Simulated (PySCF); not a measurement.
CH7FN2Si, SMILES F[Si@H](NC)N.

Geometry optimised at r2SCAN-D4/def2-SVP. The structure was generated by enumeration; whether it is a known compound was not checked. Other conformers were not sampled.

Two levels are set side by side: TDDFT-PBE/def2-SVPD (PySCF) and TDDFT-PBE0/def2-SVPD (PySCF). Vertical, same geometry. The lowest singlet is HOMO→LUMO 99 % with PBE and HOMO→LUMO 54 %, HOMO→LUMO+1 42 % with the other functional; states are paired by order. Differences are taken from unrounded values.

| quantity | TDDFT-PBE0 |
|---|---|
| lowest singlet excitation (eV) | 6.56 |
| lowest triplet excitation (TDA) (eV) | 6.32 |
| first bright state (f over 0.05) (eV) | 7.72 |
| its oscillator strength | 0.05 |

Question: What does TDDFT-PBE give, and how far is it from TDDFT-PBE0? (Estimate from the structure and the level; the computed values follow.)

Answer: 
```tsv
quantity	TDDFT-PBE	TDDFT-PBE minus TDDFT-PBE0
lowest singlet excitation (eV)	5.70	-0.85
lowest triplet excitation (TDA) (eV)	5.60	-0.72
first bright state (f over 0.05) (eV)	6.79	-0.92
its oscillator strength	0.06	0.00
```

Functionals without exact exchange tend to place singlet excitations lower, as here. Differences between two approximate levels are no errors against the true value.

Rough cost on one machine, each run with all the roots and properties that it gave: TDDFT-PBE0 against TDDFT-PBE about 4 times.
